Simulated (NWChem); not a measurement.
Molecule: CaBr$_{2}$; SMILES [Br][Ca][Br]

```xyz
3

Ca     0.0000     0.0000     0.1454
Br     2.6053     0.0000     0.1475
Br    -2.6053     0.0000     0.1475
```
Atoms are numbered in this order, from 1.

Level: PBE0/def2-SVP (NWChem), optimised geometry, unscaled harmonic frequencies. This build's default masses of Se (78.918 u) and Br (79.917 u) are each other's, which moves their modes by up to 0.6 %.

```tsv
frequency (cm⁻¹)	IR intensity (km/mol)
23	42.1
176	0.0
363	147.0
```

```json
{
  "zero_point_energy": "0.8 kcal/mol",
  "thermal correction to the enthalpy at 298.15 K (with zero-point energy)": "4.3 kcal/mol",
  "heat capacity Cv": "11.4 cal/(mol K)",
  "entropy at 298.15 K and 1 atm (symmetry number 2)": "66.9 cal/(mol K)",
  "dipole_moment": "0.01 D"
}
```

Rigid rotor and harmonic oscillator; modes under 100 cm⁻¹ make the entropy uncertain.
